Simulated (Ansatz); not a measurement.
`C1[CH2][AlH][CH2]1` → `C/C=[CH]/[AlH2]`  (isomerisation)

Gas-phase electronic energies from Ansatz, PBE0-D4/def2-TZVP geometries. CCSD(T)/CBS adds triple-zeta CCSD(T) − MP2 to the extrapolated MP2 energy (def2 sets, frozen cores). DFT in def2-TZVPP.

`C1[CH2][AlH][CH2]1`:

```xyz
11

C     0.331   -0.556   -0.646
C    -1.134   -0.521   -0.115
Al   -0.583    1.121    0.792
C     1.157    0.403    0.263
H     0.347   -0.177   -1.672
H     0.745   -1.569   -0.679
H    -1.906   -0.584   -0.882
H    -1.316   -1.335    0.596
H    -1.215    2.396    1.510
H     1.938    0.966   -0.249
H     1.636   -0.144    1.083
```

`C/C=[CH]/[AlH2]`:

```xyz
11

C    -1.536   -1.125    0.059
C    -0.289   -0.348    0.309
C     0.315    0.481   -0.554
Al    1.932    1.394   -0.031
H    -2.307   -0.865    0.792
H    -1.353   -2.198    0.172
H    -1.930   -0.942   -0.942
H     0.149   -0.491    1.299
H    -0.159    0.593   -1.531
H     2.481    1.114    1.435
H     2.698    2.387   -1.008
```

| level | ΔE (eV) |
| --- | --- |
| r2SCAN0-D4 | 0.10 |
| r2SCAN | 0.05 |
| PBE0 | 0.13 |
| r2SCANh | 0.07 |
| CCSD/def2-SVP | -0.12 |
| SCS-MP2/def2-TZVPP | -0.03 |
| CCSD(T)/def2-TZVPP | -0.02 |
| SCS-MP2/def2-QZVPP | -0.03 |

(1) What does CCSD(T)/CBS give? (An estimate is asked.)

Largest T1 diagnostic among the species: 0.011.

Answers

(1) Ansatz gave: -0.01 eV. The listed levels differ from it by 0.11, 0.06, 0.14, 0.08, -0.11, -0.02, -0.01, -0.02 eV.

In def2-TZVPP, CCSD(T) changes the Hartree–Fock value by +0.36 eV (the triples alone add +0.01 eV) and MP2 by +0.46 eV. From BLYP to BHLYP (50 % exact exchange), in def2-TZVPP and without D4, ΔE moves by +0.09 eV.
